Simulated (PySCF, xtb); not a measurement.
Si(F)(Me)(SH)2 (CH5FS2Si), SMILES C[Si](F)(S)S.

xtb 6.7.1 with GFN2-xTB at its own geometry gives an orbital gap of 4.77 eV and a dipole moment of 1.89 D.

Coordinates come from a PBE0-D3(BJ)/def2-SVP optimisation. The structure was generated by enumeration, and PubChem lists no compound with its InChIKey, so it may never have been made. The values are those of a single conformer.

### Question
What does PBE/def2-TZVP run with PySCF give? (An estimate is asked for; the answer gives what the named calculation found.)

### Answer
gap 5.35 eV (levels -6.38 and -1.03 eV), dipole 1.77 D.
